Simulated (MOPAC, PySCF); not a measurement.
H₃InS₃, SMILES `[SH][In]([SH])[SH]`, neutral singlet in the gas phase. 

Cartesian coordinates (Å):
```xyz
7

S     -0.5365    -1.9985    -0.2128
In     0.2690     0.2124     0.1404
S      2.5091     0.5391     0.8492
S     -1.1053     2.1212    -0.1932
H     -1.7653    -1.5853    -0.5653
H      2.7683    -0.7792     0.8784
H     -2.1645     1.3886    -0.5757
```
Charge 0, multiplicity 1.

All levels are single points at this geometry (PBE0-D3(BJ)/def2-TZVP); Pople sets use spherical d functions. Orbital energies aren't observables, and empty levels follow the basis.

| level | HOMO (eV) | LUMO (eV) | gap (eV) | dipole (D) | vertical IE, Delta-SCF (eV) |
|---|---|---|---|---|---|
| PBE-D3(BJ)/def2-TZVP in PySCF | -6.39 | -2.58 | 3.81 | 1.34 | – |
| PBE0-D3(BJ)/def2-TZVP in PySCF | -7.61 | -1.74 | 5.87 | 1.41 | – |
| ωB97X-D3(BJ)/def2-TZVP in PySCF | -10.02 | 0.22 | 10.24 | 1.46 | – |
| B3LYP/6-311+G** (LANL2DZ on In) in PySCF | -7.42 | -2.07 | 5.35 | 1.66 | – |
| B3LYP/6-31G* (LANL2DZ on In) in PySCF | -7.36 | -1.89 | 5.47 | 1.79 | 9.38 |
| B3LYP/LANL2DZ in PySCF | -7.51 | -2.17 | 5.34 | 2.23 | – |
| PBE/6-31G* (LANL2DZ on In) in PySCF | -6.42 | -2.52 | 3.89 | 1.83 | – |
| SVWN5/6-31G* (LANL2DZ on In) in PySCF | -6.50 | -2.63 | 3.87 | 1.92 | – |
| HF/6-31G* (LANL2DZ on In) in PySCF | -10.50 | 1.19 | 11.68 | 1.91 | 9.01 |
| AM1 in MOPAC | -9.56 | -2.17 | 7.39 | 2.12 | – |
| PM3 in MOPAC | -10.07 | -2.98 | 7.09 | 2.50 | – |
| PM6 in MOPAC | -9.75 | -1.74 | 8.01 | 1.72 | – |
| PM7 in MOPAC | -9.44 | -1.39 | 8.05 | 2.34 | – |
